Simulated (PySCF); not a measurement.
In(Me)2(NH2) (C2H8InN), SMILES [CH3][In]([CH3])[NH2].

The structure is a stationary point at B3LYP-D3(BJ)/def2-SVP. The structure was generated by enumeration; whether it is a known compound was not checked. The def2 effective core potentials stand for the cores of In; spin–orbit coupling is left out. One conformer was computed; it need not be the lowest.

Computed with PySCF with PBE/def2-TZVP.

Q: Estimate the frontier levels, gap, dipole moment and polarisability. (Estimate from the structure and the level; the computed values follow.)

A: 
```yaml
highest_occupied_level: -5.21 eV
lowest_empty_level: -1.09 eV
orbital_gap: 4.12 eV
dipole_moment: 0.032 e·Å
quadrupole, principal values (traceless, Buckingham form, about the centre of nuclear charge): -1.73, 0.46, 1.27 D·Å
mean_static_polarisability: 75.2 bohr³ (11.14 Å³)
polarisability_principal_values: 56.4, 80.2, 88.9 bohr³
```
